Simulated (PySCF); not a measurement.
**Removing an electron from `CC#[C][GaH2]`**

Species: C3H5Ga.
Geometry (PBE0-D3(BJ)/def2-SVP, Å), atoms numbered from 1 in this order:
```xyz
9
C3H5Ga angstrom
C     -1.0060   -1.7153   -0.3550
C     -0.2819   -0.4833   -0.1017
C      0.3300    0.5544    0.1119
Ga     1.2923    2.1676    0.4413
H     -0.3185   -2.5642   -0.4977
H     -1.6758   -1.9566    0.4853
H     -1.6272   -1.6260   -1.2602
H      2.8559    2.1110    0.4967
H      0.4888    3.4947    0.6459
```

Level: CAM-B3LYP/def2-SVPD (PySCF). Frontier orbitals with their largest atomic shares (Löwdin; up to four atoms above 4 %):

```csv
orbital,ε (eV),main atoms
HOMO−3,-11.03,"Ga4 36 %, C3 28 %, H9 14 %, H8 14 %"
HOMO−2,-10.24,"Ga4 36 %, H8 22 %, H9 22 %, C3 11 %"
HOMO−1,-9.07,"C3 42 %, C2 38 %, C1 8 %, Ga4 6 %"
HOMO,-8.72,?
LUMO,-0.85,"Ga4 58 %, C3 14 %, H9 8 %, H8 8 %"
LUMO+1,0.92,"Ga4 63 %, C1 10 %, C2 8 %, C3 5 %"
LUMO+2,1.50,"C1 26 %, Ga4 23 %, C2 9 %, H6 8 %"
```

Problem. What vertical ionisation energy does ΔSCF give, and how far is −ε(HOMO) from it?

Solution. ΔSCF: 9.59 eV (925 kJ/mol; threshold wavelength 129 nm); ⟨S²⟩ of the doublet left behind is 0.756, against 0.75 for a pure doublet. −ε(HOMO) is 8.72 eV, 0.87 eV below it. In exact Kohn–Sham theory the two would be equal; CAM-B3LYP (range-separated hybrid) falls short of its own ΔSCF value by 9 %.

Problem. On which atoms does the HOMO lie?

Solution. C2 (alkyne carbon) 34 %, C3 (alkyne carbon) 34 %, Ga4 (gallium bonded to C and 2 H) 10 %, C1 (propargylic carbon) 7 %, so no atom holds as much as 40 %. The HOMO−1 lies 0.35 eV lower.

Problem. And the vertical electron affinity, the fundamental gap, Mulliken's electronegativity and the hardness (with the factor ½)?

Solution. EA = 0.08 eV by ΔSCF (−ε(LUMO) = 0.85 eV). IE − EA = 9.51 eV against an orbital gap of 7.87 eV; (IE + EA)/2 = 4.83 eV; (IE − EA)/2 = 4.75 eV.

Problem. The lowest singlet excitation (vertical TDDFT, same level) lies at 4.34 eV. How far is it below IE − EA?

Solution. IE − EA = 9.51 eV, so by 5.17 eV.

Problem. Shift the occupied levels rigidly so that −ε(HOMO) equals the ΔSCF value. What binding energies result?

Solution. The shift is +0.87 eV: HOMO 9.59, HOMO−1 9.94, HOMO−2 11.11, HOMO−3 11.90 eV. A rigid shift is only a rough guide to the deeper ionisations.

Problem. How many of the 10 lowest singlet excitations (vertical TDDFT, same level) lie below the ionisation energy?

Solution. All 10; they run from 4.34 to 7.67 eV.

Geometry: PBE0-D3(BJ)/def2-SVP; no solvent, vibrations or thermal averaging. The calculation is non-relativistic, for gallium too.
